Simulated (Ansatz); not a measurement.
Gas-phase electronic energies from Ansatz, PBE0-D4/def2-TZVP geometries. CBS: MP2 limit from def2 TZ/QZ plus the TZ coupled-cluster correction, frozen cores. DFT in def2-TZVPP. def2 core potentials past Kr. For Mo, Y outer-core shells are correlated without core-valence functions, which leaves a few kJ/mol of doubt a bond. One conformer a species, not always the lowest.

`[F][Mo]([F])(=[S])([Cl])[Cl]` + `C[O][Y]([OH])[OH]` → `C[O][Mo]([F])(=[S])([Cl])[Cl]` + `[OH][Y]([OH])[F]`  (redistribution)

```tsv
level	ΔE (kJ/mol)
CAM-B3LYP-D4	-63.6
B2PLYP	-65.8
PBE-QIDH	-68.9
PBE0	-61.9
CCSD/def2-SVP	-69.4
CCSD(T)/def2-SVP	-72.3
HF/def2-QZVPP	-54.2
HF/CBS(def2)	-54.1
```

Q: What does CCSD(T)/CBS give? (An estimate is asked.)

A: Computed: -72.2 kJ/mol. The listed levels differ from it by 8.6, 6.4, 3.3, 10.3, 2.8, -0.1, 18.0, 18.1 kJ/mol.

Largest T1 diagnostic among the species: 0.024, so the coupled-cluster value is less sure than usual.

The D4 term adds −7.8 kJ/mol with B3LYP and −4.4 kJ/mol with PBE0; it sums over pairs of atoms, weighted by their polarisabilities, and B3LYP, whose exchange is more repulsive, gets the larger term. Leaving LDA and LC-ωPBE aside and taking each functional with its dispersion term where it has one, the values, not all of them listed here, spread over 7.0 kJ/mol, from revPBE-D4 to ωB97M-V. LDA lies −4.2 kJ/mol from PBE without D4.

B3LYP here is the variant with VWN-RPA as its local correlation; programs differ in this.
